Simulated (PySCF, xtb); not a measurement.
TiCl3, SMILES [Cl][Ti+]([Cl])[Cl], charge +1, multiplicity 1.

Harmonic wavenumbers (cm⁻¹) from GFN2-xTB in xtb 6.7.1 at its own minimum, in rising order: 149, 150, 163, 386, 439, 439.

**Question.** What does PySCF 2.14.0 with PBE-D3(BJ)/def2-SVP give at its own minimum? (An estimate is asked for; the answer gives what the named calculation found.)

**Answer.** 124, 138, 138, 451, 536, 536. Paired by order, the mean absolute difference is 53 cm⁻¹ and the zero-point energies are 2.5 and 2.7 kcal/mol.
